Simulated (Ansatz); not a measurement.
BCl2(CN) (BCNCl₂), relaxed as a singlet with RKS r2SCAN-D4/def2-SVP in Ansatz, starting from the GFN2-xTB geometry. Force threshold 0.02 eV/Å.

Start:

```
atom   x (Å)   y (Å)   z (Å)
  B1   0.262   0.184  -0.393
 Cl2   0.778   1.815  -0.369
 Cl3   0.610  -0.842  -1.718
  C4  -0.528  -0.371   0.796
  N5  -1.121  -0.785   1.685
```

```json
{"step": "1", "energy (eV)": "-28236.5837", "largest force component (eV/Å)": "2.067", "SCF passes": "28"}
{"step": "2", "energy (eV)": "-28236.6240", "largest force component (eV/Å)": "0.404", "SCF passes": "30"}
{"step": "3 (rejected)", "energy (eV)": "-28236.6031", "largest force component (eV/Å)": "0.640", "SCF passes": "31"}
{"step": "4", "energy (eV)": "-28236.6263", "largest force component (eV/Å)": "0.227", "SCF passes": "31"}
{"step": "5", "energy (eV)": "-28236.6268", "largest force component (eV/Å)": "0.212", "SCF passes": "30"}
{"step": "6", "energy (eV)": "-28236.6295", "largest force component (eV/Å)": "0.007", "SCF passes": "31"}
```

Force components are those of the run's own axes.

End:

```xyz
5

B     0.2627    0.1842   -0.3953
Cl    0.7851    1.8429   -0.3659
Cl    0.6143   -0.8620   -1.7395
C    -0.5301   -0.3718    0.7981
N    -1.1320   -0.7932    1.7026
```

By distances, no bond broke or formed. The bond that changes most is B1–Cl2, from 1.71 to 1.74 Å (atoms count from 1).

No frequencies were taken in this run, so the end may be a saddle point.

Hardware: 4 threads of Arm Neoverse V1 on a shared host. Wall time 10 s.
